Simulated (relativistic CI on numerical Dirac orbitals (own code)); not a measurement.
## A ladder of approximations for the levels of Cs III

Calculated with a relativistic CI code on KLI orbitals (one set per configuration, finite nucleus), adding one ingredient at a time: step 1, Dirac-Coulomb, each configuration alone; step 2, with Breit and QED terms; step 3, with configuration mixing; step 4, with scaled Slater integrals (0.85); step 5, with a P86 correlation estimate; step 6, tied to the ionisation limit. P86 is a density functional for the correlation energy, evaluated here for each configuration and added to its levels. Step 6 is semi-empirical: configurations made of the next ion and one excited electron move by -7844 cm⁻¹, so that their limit matches the tabulated ionisation energy, and those with a non-penetrating f or g electron also take the P86 value of the least penetrating other one.

Configuration list (outside the closed core [Kr] 4d10): 5s2 5p5, 5s 5p6, 5s2 5p4 5d, 5s2 5p4 6s, 5s2 5p4 5f, 5s 5p5 5d, 5s2 5p4 6p, 5s2 5p4 4f, 5s2 5p4 7s, 5s2 5p4 6d, 5s2 5p4 7p, 5s 5p5 5f, 5s2 5p4 7d, 5s2 5p3 5d2, 5s2 5p2 5d3, 5s2 5p2 5d2 6s, 5s2 5p2 5d2 5f, 5s 5p3 5d3, 5s2 5p2 5d2 6p.

Computed minus measured energy above the ground level, in cm⁻¹, for 8 of the 13 excited levels that pair in every step (one J of a term; a digit in brackets numbers repeated terms):

```csv
Configuration,Term,J,Measured,Step 1,Step 2,Step 3,Step 4,Step 5,Step 6
5s2 5p5,2P°,1/2,13847,459,271,-325,-206,-198,-205
5s2 5p4 5d,4D,5/2,120425,-4934,-5106,2967,3715,6385,-1358
5s2 5p4 5d,4F,9/2,125927,-3684,-3855,4256,3821,6480,-1260
5s2 5p4 6s,4P,5/2,133343,-2544,-2540,2894,2393,6963,-768
5s2 5p4 5d,2G,9/2,144869,-1122,-1463,6266,4678,7341,-392
5s2 5p4 5d,2F,5/2,150094,-6118,-6445,1762,1,2717,-5025
5s2 5p4 6s,2P,1/2,150467,-2486,-2639,4207,2790,7892,180
5s2 5p4 6s,2D,5/2,156698,-1311,-1472,6586,3772,8676,954
```

Mean absolute errors in cm⁻¹, over all paired levels and for the configurations:

```tsv
Configuration, levels	Step 1	Step 2	Step 3	Step 4	Step 5	Step 6
all, 13	2879	3043	3968	2996	6338	1156
5s2 5p5, 1	459	271	325	206	198	205
5s2 5p4 5d, 7	3788	4038	3880	3397	6098	1640
5s2 5p4 6s, 5	2090	2204	4821	2992	7902	667
```

Measured levels: Sansonetti, J. Phys. Chem. Ref. Data 38, 761 (2009); LS terms from a parametric fit. Some J values or terms of the table were assigned by a fit.

The mean absolute error is lowest at step 6 (1156 cm⁻¹), and the largest single drop is from step 5 to 6 (6338 to 1156). The Breit and QED terms change the top of the ground term (measured 13847) from 14306 to 14118. Mixing lowers the ground level by 12048, with 5s2 5p3 5d2 as its largest admixture; relative to it the configurations that move most are 5s2 5p4 5d by +7918, 5s2 5p4 6s by +7025. Configurations whose own partners of that kind are not in the list rise by much of that lowering, so a short list can trade one imbalance for another. The P86 estimate moves 5s2 5p4 6s by +4910, 5s2 5p4 5d by +2701, and takes the mean absolute error of the excited configurations from 3228 to 6850; it adds to levels that were already too high. Step 6 takes that error from 6850 to 1235; the error more than halves for 5s2 5p4 5d, 5s2 5p4 6s.
